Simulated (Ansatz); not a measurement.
CrCl₂⁺, relaxed as a quartet with UKS PBE-D4/def2-TZVP in Ansatz, starting from the PBE-D4/def2-TZVP geometry of the neutral quintet. Force threshold 0.02 eV/Å.

The relaxed charge 1 quartet is spin-contaminated (final ⟨S²⟩ up to 3.88, 3.75 for a pure state).

Start:

```xyz
3

Cr    0.000    0.000    0.000
Cl   -1.162    1.836   -0.075
Cl    1.161   -1.836    0.075
```

Problem. Estimate the energy that the relaxation releases and the steps that it takes.

Solution. 21.1 kJ/mol, in 11 steps; 14 s on 2 threads of Intel Xeon 6975P-C on a shared host. The force fell under the threshold at step 4, but the optimiser went on and released 0.119 eV more. No frequencies were taken in this run, so the end may be a saddle point.

Problem. Does the start keep its bonding and symmetry?

Solution. By distances, no bond broke or formed. The bond that changes most is Cr1–Cl3, from 2.17 to 2.07 Å (atoms count from 1). Point group D∞h at the start, C2v at the end, both within 0.05 Å.

Problem. Predict the relaxed structure.

Solution. 
Cartesian coordinates in Å:
```
Cr 0.3543 0.2425 0.4469
Cl -1.1665 1.4422 -0.2876
Cl 0.8122 -1.6847 -0.1593
```
Bond lengths: 2 × Cl–Cr 2.07 Å.
